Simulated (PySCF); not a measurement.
Can point charges reproduce the dipole moment of `C1(CC1)[C@@H]1[BH2-][N+](C)(CC1)C`?

Coordinates (PBE0-D3(BJ)/def2-SVP, Å) and charges (e) from the PBE0/pcSseg-1 density (PySCF):

```tsv
atom	x	y	z	Mulliken	IAO	Hirshfeld	ESP-fitted
C1	2.795	-0.244	1.127	-0.0723	-0.2966	-0.0462	-0.5279
N2	1.775	-0.151	0.078	-0.6883	-0.0164	+0.0418	+0.4018
C3	2.151	0.899	-0.881	-0.0921	-0.2955	-0.0465	-0.4133
B4	0.263	0.156	0.692	+0.1510	-0.2201	-0.0365	-0.1160
C5	-0.700	-0.554	-0.432	-0.3684	-0.2259	-0.0959	-0.1725
C6	-1.600	0.380	-1.206	-0.2612	-0.1082	-0.0412	+0.0924
C7	-2.961	0.728	-0.692	-0.1884	-0.2875	-0.0924	-0.2643
C8	-2.823	-0.126	-1.922	-0.1921	-0.3033	-0.1021	-0.4230
C9	0.256	-1.339	-1.358	-0.1681	-0.2551	-0.0722	-0.1924
C10	1.575	-1.450	-0.614	-0.0310	-0.1499	-0.0079	-0.0850
H11	2.510	-1.029	1.835	+0.1462	+0.1621	+0.0572	+0.1812
H12	3.783	-0.468	0.692	+0.1131	+0.1337	+0.0448	+0.1411
H13	2.841	0.711	1.667	+0.1451	+0.1595	+0.0601	+0.1933
H14	1.355	1.026	-1.622	+0.1550	+0.1581	+0.0574	+0.1659
H15	3.093	0.638	-1.391	+0.1166	+0.1326	+0.0445	+0.1302
H16	2.269	1.846	-0.342	+0.1449	+0.1612	+0.0576	+0.1525
H17	0.173	1.372	0.812	-0.0557	-0.0333	-0.1011	-0.1413
H18	0.251	-0.418	1.778	-0.0390	-0.0396	-0.1048	-0.1379
H19	-1.351	-1.279	0.086	+0.0979	+0.1217	+0.0259	+0.1301
H20	-1.074	1.204	-1.706	+0.1064	+0.1170	+0.0321	+0.0715
H21	-3.322	1.753	-0.808	+0.1211	+0.1399	+0.0419	+0.1135
H22	-3.287	0.244	0.234	+0.1247	+0.1402	+0.0440	+0.1238
H23	-3.057	-1.191	-1.831	+0.1170	+0.1349	+0.0384	+0.1400
H24	-3.092	0.308	-2.889	+0.1188	+0.1367	+0.0379	+0.1490
H25	0.401	-0.803	-2.312	+0.1123	+0.1216	+0.0305	+0.0503
H26	-0.112	-2.340	-1.633	+0.1280	+0.1380	+0.0404	+0.0879
H27	2.448	-1.687	-1.247	+0.1214	+0.1282	+0.0407	+0.0626
H28	1.505	-2.213	0.175	+0.1371	+0.1461	+0.0518	+0.0863
```

Task: What dipole does each set of charges give (1 e·Å = 4.803 D), and what does the density give?

Result: The full density gives (4.37, -0.85, -1.45) D, 4.68 D in size; dipole vectors point from the negative to the positive end.

| scheme | μx | μy | μz | size (D) | share of the full size (%) | angle to the full dipole (°) |
| --- | --- | --- | --- | --- | --- | --- |
| Mulliken | 4.51 | -0.43 | -0.54 | 4.56 | 98 | 12 |
| IAO | 5.00 | -0.81 | -1.29 | 5.23 | 112 | 4 |
| Hirshfeld | 4.24 | -0.66 | -1.06 | 4.42 | 95 | 5 |
| ESP-fitted | 4.35 | -0.87 | -1.44 | 4.66 | 100 | 0 |

Task: Which set comes closest?

Result: Length of the difference vector: ESP-fitted 0.02 D, Hirshfeld 0.45 D, IAO 0.66 D, Mulliken 1.00 D. Closest: ESP-fitted. 

Task: What is left for the Hirshfeld atoms' own dipoles?

Result: The shares of the density sum to the whole, so what Σ q r misses lies in dipoles about the nuclei. The atomic dipoles sum to (4.37, -0.85, -1.45) − (4.24, -0.66, -1.06) = (0.13, -0.19, -0.39) D, 0.45 D in size.

Task: With the origin at the mean of the coordinates, (0.217, -0.144, -0.490) Å, which are the largest single terms, by size, of the IAO dipole along the direction of the full one?

Result: C7 +4.23, C8 +3.49, C1 -2.74, C3 -2.47, H22 -2.40 D; all 28 atoms together +5.22 D. The single terms depend on the origin, their sum doesn't.

Task: Give the size of the full dipole in other units.

Result: 4.68 D = 1.840 au = 0.974 e·Å = 15.60 × 10⁻³⁰ C·m.

The structure is a single PBE0-D3(BJ)/def2-SVP conformer in the gas phase; no vibrational or solvent corrections.

The run behind these numbers computed NMR shieldings as well. The run took 2.2 min of wall time on an Arm Neoverse N1 with one thread, no GPU, shared host with 64 logical CPUs at a one-minute load of 59, and the process peaked at 1.3 GiB of memory.
